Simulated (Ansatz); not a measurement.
Molecule: ZnI, charge 1, multiplicity 1. SMILES: [Zn+][I]
Geometry: optimised at B3LYP-D3(BJ)/def2-TZVP (Ansatz, a quantum-chemistry and plane-wave program).

Property: vertical electron affinity (to the doublet state of charge +0; a negative value means that the extra electron is unbound and the number depends on the basis; each state is the SCF solution reached for its spin), in eV. Valence correlation only, unless marked. UHF or UKS for open shells. No spin-orbit coupling. The frozen core is the preceding noble-gas configuration, with the filled d and f shells of earlier blocks. In def2 rows, elements after Kr have scalar-relativistic effective core potentials. CBS marks a two-point X^-3 extrapolation of the correlation energy; Hartree-Fock from the larger set.

| level | program | vertical electron affinity (eV) |
|---|---|---|
| SVWN5/def2-TZVPD | Ansatz | 8.44 |
| PBE/def2-TZVPD | Ansatz | 8.24 |
| r2SCAN/def2-TZVPD | Ansatz | 8.43 |
| BHLYP/def2-TZVPD | Ansatz | 8.23 |
| wB97M-V/def2-TZVPD | Ansatz | 8.21 |
| wB97X-V/def2-TZVPD | Ansatz | 8.24 |
| CCSD/def2-SVPD | Ansatz | 7.93 |
| CCSD/def2-TZVPPD | Ansatz | 8.08 |
| CCSD(T)/def2-QZVPPD | Ansatz | 8.19 |
| CCSD(T)/CBS(def2-TZVPPD,def2-QZVPPD) | Ansatz | 8.28 |
